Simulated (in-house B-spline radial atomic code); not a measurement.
Values are calculated unless marked as measured or tabulated.
Weak and strong correlation along the adiabatic connection

Two-electron singlets in several external potentials (atomic units), by full CI in B-splines with partial waves to l = 8 (correlation energies up to 0.6 % small). The repulsion is scaled by λ at fixed density; W(λ) is the mean repulsion less the Hartree energy, W(0) = E_x, and the area under W from 0 to 1 is E_xc.

Relative drop (W(λ) − E_x)/E_x:

```
                            system  λ = 0.12  λ = 0.25  λ = 0.4  λ = 0.6  λ = 0.8   λ = 1
 −Z exp(−kr)/r, Z = 6.23, k = 1.52    0.0032    0.0067   0.0106   0.0157   0.0206  0.0255
   ω²r²/2 − Z/r, ω = 0.0846, Z = 3    0.0068    0.0139   0.0217   0.0318   0.0413  0.0503
−V exp(−r²/w²), V = 1.55, w = 8.94    0.0378    0.0715   0.1032   0.1364   0.1623  0.1830
−V exp(−r²/w²), V = 6.69, w = 7.55    0.0231    0.0454   0.0681   0.0940   0.1159  0.1346
    empty sphere, radius 3.71 bohr    0.0286    0.0556   0.0823   0.1119   0.1362  0.1564
−Z exp(−kr)/r, Z = 1.49, k = 0.203    0.0175    0.0349   0.0532   0.0750   0.0943  0.1114
   ω²r²/2 − Z/r, ω = 0.0119, Z = 1    0.0352    0.0672   0.0979   0.1310   0.1576  0.1794
```

(1) Order the systems by how far second-order (GL2) theory, half the initial slope (estimated from the first points of each curve), overshoots the correlation energy, least first.
A. −Z exp(−kr)/r, Z = 6.23, k = 1.52
B. empty sphere, radius 3.71 bohr
C. −V exp(−r²/w²), V = 6.69, w = 7.55
D. ω²r²/2 − Z/r, ω = 0.0846, Z = 3
E. −Z exp(−kr)/r, Z = 1.49, k = 0.203
F. −V exp(−r²/w²), V = 1.55, w = 8.94
G. ω²r²/2 − Z/r, ω = 0.0119, Z = 1

(2) What else changes along this order?

Answers

(1) A (GL2/E_c = 1.04), D (GL2/E_c = 1.09), E (GL2/E_c = 1.24), C (GL2/E_c = 1.33), B (GL2/E_c = 1.40), G (GL2/E_c = 1.49), F (GL2/E_c = 1.56).

(2) The ratio follows the bend of the curve. With it the leading natural occupation goes from 1.998 to 1.885 and −T_c/E_c from 0.96 to 0.64 between the first and the last.
